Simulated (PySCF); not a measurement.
## Spinor energies of Ca²⁺ (calcium, charge +2)

Start: [Ar]. Calculated with PySCF 2.14 in x2c-TZVPPall-2c with one added diffuse shell each of s, p, d type (7s8p4d, 51 functions): generalised Hartree-Fock with the X2C-1e Hamiltonian and a Gaussian nucleus; spin-orbit coupling (SO) screened by Boettger's factors.

```
spinor shell  electrons  ε, screened SO (eV)  weight of nominal j (screened SO)  rms radius, screened SO (bohr)
       1s1/2          2              -4099.7                              1.000                          0.0888
       2s1/2          2              -476.46                              1.000                           0.393
       2p1/2          2              -388.58                              1.000                           0.360
       2p3/2          4              -384.75                              1.000                           0.363
       3s1/2          2              -76.090                              1.000                            1.24
       3p1/2          2              -51.360                              1.000                            1.36
```

Task: Where does 3p3/2 lie, and what is the 3p spin-orbit splitting (screened SO)?

Result: At -50.931 eV, 0.429 eV above 3p1/2.

| quantity | screened SO |
| --- | --- |
| E (hartree) | -679.01546 |
| M_J | 0 |
| ⟨J²⟩ | 0.000 |
| ⟨L²⟩ | 0.000 |
| ⟨S²⟩ | 0.000 |
